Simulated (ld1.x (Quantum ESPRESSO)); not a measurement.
# Configuration tests for P (Z = 15) (TM)

- Element: phosphorus
- Generator: ld1.x (Quantum ESPRESSO) 7.5
- Type: norm-conserving Troullier–Martins (Kleinman–Bylander form)
- Functional: PBEsol
- Relativity: scalar-relativistic
- Frozen core: [Ne]
- Valence charge: 5
- Reference configuration: 3s1.75 3p3.25
- Partial waves: 3p (bound): rc 1.35 bohr; 3s (bound): rc 1.25 bohr
- Local potential: the s channel
- Core correction: Bessel-smoothed model core inside 0.70 bohr

Energies are relative to the spin-unpolarised reference configuration 3s1.75 3p3.25; without spin polarisation the order of configurations can differ from experiment. The frozen-core shift is the all-electron ΔE with the core orbitals held at their reference shape minus the fully relaxed ΔE.

```csv
valence configuration,charge,ΔE all-electron (eV),error AE − PS (meV),frozen-core shift (meV)
3s2 3p3,0,-2.114,+0.1,0.0
3s2 3p2,+1,7.584,+3.0,+0.9
3s2 3p1,+2,26.696,+22,+9.3
3s2 3p2.5,+0.5,1.646,+0.3,+0.1
3s1 3p4,0,6.395,+0.1,+0.4
3s2 3p3.3,-0.3,-3.413,+0.6,0.0
```

**Question.** What are ΔE and the potential's error for 3s2 3p0?

**Answer.** ΔE = 56.402 eV all-electron; the error (AE − PS) is +63 meV.
